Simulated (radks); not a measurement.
The numbers below are computed, except where a source is named.
All-electron atom: La+ in [Kr] 4d10 5s1.75 5p6 5d2 6p0.25 (fractional occupations, a model configuration). Code: a radial shooting solver on a logarithmic mesh with Libxc functionals. Model: Dirac Kohn-Sham, LDA (Slater exchange, Perdew-Wang correlation), spin-unpolarised, spherical densities, point nucleus; open shells are shared between the two j in proportion to 2j + 1.

Normalised radial functions P(r) = r R(r) (large component), r in bohr:

```
   r/bohr * 6p3/2 (the largest magnitude, 0.489, reaches the edge; | marks zero)
 0.001201                             *
 0.001641                             *
 0.002242                             *
 0.003062                             *
 0.004184                             *
 0.005715                             *
 0.007808                             *
  0.01067                             |*
  0.01457                             |*
  0.01991                             | *
  0.02742                             | *
  0.03746                             |  *
  0.05117                             |   *
  0.06991                             |  *
  0.09551                             |*
   0.1305                           * |
   0.1782                        *    |
   0.2435                        *    |
   0.3327                             *
   0.4545                             |      *
   0.6209                             |      *
   0.8483                            *|
    1.159                  *          |
    1.583                 *           |
    2.163                            *|
    2.955                             |               *
    4.037                             |                          *
    5.515                             |                         *
    7.534                             |              *
    10.29                             |    *
    14.06                             |*
```

6p3/2: eigenvalue -5.218 eV, 4 radial nodes at r = 0.111, 0.328, 0.820, 2.21 bohr, <r> = 5.16 bohr, 90 % of the charge inside 7.48 bohr.
